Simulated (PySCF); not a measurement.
Cl3Ga, triplet, at a GFN2-xTB geometry (such geometries of metal compounds can be far from the true shape) (a higher spin typed on purpose: for a closed-shell molecule this is an excited state).

Here is a job for PySCF.
```python
from pyscf import gto, scf, dft

mol = gto.Mole()
mol.atom = '''
    Ga   -0.45767992    0.06399269    0.53548351
    Cl   -1.71403785   -1.30659704   -0.58862602
    Cl    0.69151346    1.64016877   -0.81695315
    Cl    1.85711718   -0.45026428    0.42910924
'''
mol.basis = 'cc-pvdz'
mol.spin = 2
mol.verbose = 4
mol.build()

mf = dft.UKS(mol)
mf.xc = 'tpss'
mf = mf.density_fit(auxbasis='def2-universal-jkfit')
mf.kernel()
```

Q: What is the computed nuclear repulsion energy (PySCF with DF-TPSS/cc-pVDZ)?

A: 500.2736 Eh

Q: Estimate the <S^2> that DF-TPSS/cc-pVDZ returns for this input.

A: 2.004

Q: What Mulliken (on the basis functions themselves) charges in atom order does DF-TPSS/cc-pVDZ give?

A: Ga1 0.41, Cl2 -0.22, Cl3 -0.10, Cl4 -0.10

Q: What is the computed number of basis functions (DF-TPSS/cc-pVDZ)?

A: 81

Q: What HOMO energy does DF-TPSS/cc-pVDZ give?

A: -6.01 eV

Q: What is the computed total energy (DF-TPSS/cc-pVDZ)?

A: -3305.536884 Ha

These values belong to the state on which the SCF converged, which isn't shown to be the lowest.
